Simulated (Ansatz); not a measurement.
Gas-phase electronic energies from Ansatz, PBE0-D4/def2-TZVP geometries. CCSD(T)/CBS is the MP2 limit (def2-TZVPP, def2-QZVPP) plus CCSD(T) − MP2 in def2-TZVPP, frozen cores. Each species was taken in one conformer, which may not be the lowest.

Reaction (formal exchange of groups at a C–N bond): `C/N=C\CN` + `CC[NH][AlH2]` → `CC(C)[NH][AlH2]` + `N=CCN`

`C/N=C\CN`:

Cartesian coordinates in Å:
```
C 0.408 -1.096 -1.710
N -0.576 -0.064 -1.511
C -0.734 0.457 -0.374
C 0.003 0.175 0.911
N -0.370 1.157 1.914
H 1.047 -1.323 -0.847
H -0.108 -2.015 -2.003
H 1.045 -0.818 -2.554
H -1.515 1.217 -0.278
H 1.084 0.119 0.713
H -0.294 -0.816 1.274
H -0.031 2.076 1.656
H 0.041 0.931 2.810
```

`CC[NH][AlH2]`:

```xyz
12

C    -0.602    0.801   -1.400
C     0.542    0.289   -0.541
N     0.156   -0.800    0.334
Al    0.153   -0.844    2.101
H    -0.272    1.615   -2.050
H    -1.420    1.167   -0.775
H    -0.997    0.004   -2.036
H     1.374   -0.014   -1.191
H     0.925    1.106    0.079
H    -0.164   -1.603   -0.189
H    -0.340   -2.176    2.803
H     0.647    0.454    2.865
```

`CC(C)[NH][AlH2]`:

```xyz
15

C    -1.338   -0.177    1.027
C    -0.392    0.073   -0.139
C    -0.453    1.527   -0.589
N     0.967   -0.325    0.185
Al    1.964   -1.571   -0.574
H    -1.318   -1.227    1.323
H    -2.366    0.092    0.771
H    -1.042    0.424    1.894
H    -0.715   -0.555   -0.978
H     0.200    1.693   -1.448
H    -1.471    1.815   -0.865
H    -0.125    2.190    0.218
H     1.335    0.218    0.956
H     1.325   -2.385   -1.774
H     3.427   -1.793   -0.008
```

`N=CCN`:

Cartesian coordinates in Å:
```
N 1.500 0.058 0.552
C 0.799 -0.199 -0.467
C -0.698 -0.084 -0.441
N -1.296 0.337 0.801
H 2.492 -0.072 0.358
H 1.227 -0.519 -1.429
H -0.996 0.603 -1.244
H -1.114 -1.055 -0.739
H -0.903 1.232 1.071
H -1.012 -0.300 1.537
```

```csv
species,MP2/def2-TZVPP energy (Eh)
`C/N=C\CN`,-228.13706
`CC[NH][AlH2]`,-377.49197
`CC(C)[NH][AlH2]`,-416.71947
`N=CCN`,-188.92977
```

(1) Work out ΔE.

Largest T1 diagnostic among the species: 0.011.

Results:

(1) ΔE = (-416.71947) + (-188.92977) − (-228.13706) − (-377.49197) = -0.02021 Eh = -0.55 eV. CCSD(T)/CBS gives -0.52 eV.

In def2-TZVPP, CCSD(T) changes the Hartree–Fock value by −0.06 eV (the triples alone add −0.01 eV) and MP2 by −0.08 eV. The D4 term adds −0.04 eV with B3LYP and −0.02 eV with PBE0; it sums over pairs of atoms, weighted by their polarisabilities, and B3LYP, whose exchange is more repulsive, gets the larger term.

B3LYP here is the variant with VWN-RPA as its local correlation; programs differ in this.
